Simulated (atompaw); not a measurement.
# Cutoff test, samarium (Sm), PAW (atompaw)

| Item | Value |
| --- | --- |
| Element | samarium (Sm) |
| Generator | atompaw 4.2.0.5 |
| Type | PAW |
| Functional | PBE |
| Relativity | scalar-relativistic |
| Frozen core | [Kr] 4d10 4f5 |
| Valence charge | 11 |
| Reference configuration | 5s2 5p6 5d1 6s1 6p0 (charge +1) |
| Partial waves | 5s (bound): rc 2.05 bohr; 6s (bound): rc 0.70 bohr; 5p (bound): rc 2.85 bohr; 6p (bound, empty): rc 2.45 bohr; 5d (bound): rc 2.85 bohr; 5d channel at 3.7 Ry: rc 2.85 bohr |
| Local potential | bessel scheme, radius 2.75 bohr |
| Core correction | smooth core density matched at 2.20 bohr |
| Augmentation charge | besselshape compensation charge, radius 2.20 bohr; PAW radius 2.85 bohr; waves and projectors: custom rrkj vanderbiltortho |

The pseudo-atom Hamiltonian at the reference potential is diagonalised in spherical Bessel functions j_l(qr) that vanish at 20 bohr, with q² up to the cutoff. All-electron valence levels (Ry): 5s -3.8899, 6s -0.6629, 5p -2.3663, 6p -0.4151, 5d -0.6254.

Problem. How do the lowest levels (Ry) of each channel move with the cutoff, and are there ghosts?

Solution.

```tsv
cutoff (Ry)	s #1	s #2	p #1	p #2	d #1	d #2	f #1	Σ f·Δε (mRy)
8	-3.8597	-0.6359	-2.3615	-0.3864	-0.6047	-0.1605	-0.0817	136.7
15	-3.8896	-0.6365	-2.3662	-0.4077	-0.6252	-0.1618	-0.0817	27.9
25	-3.8898	-0.6397	-2.3663	-0.4149	-0.6254	-0.1618	-0.0817	23.4
40	-3.8899	-0.6543	-2.3663	-0.4151	-0.6254	-0.1618	-0.0817	8.7
50	-3.8899	-0.6574	-2.3663	-0.4151	-0.6254	-0.1618	-0.0817	5.5
70	-3.8899	-0.6580	-2.3663	-0.4151	-0.6254	-0.1618	-0.0817	4.9
100	-3.8899	-0.6612	-2.3663	-0.4151	-0.6254	-0.1618	-0.0817	1.7
140	-3.8899	-0.6628	-2.3663	-0.4151	-0.6254	-0.1618	-0.0817	0.1
400	-3.8899	-0.6629	-2.3663	-0.4151	-0.6254	-0.1618	-0.0817	0.0
```

Result: no extra level below or beside the all-electron valence levels (s, p, d, f tested); 10 mRy is reached at 40 Ry and 1 mRy at 110 Ry.
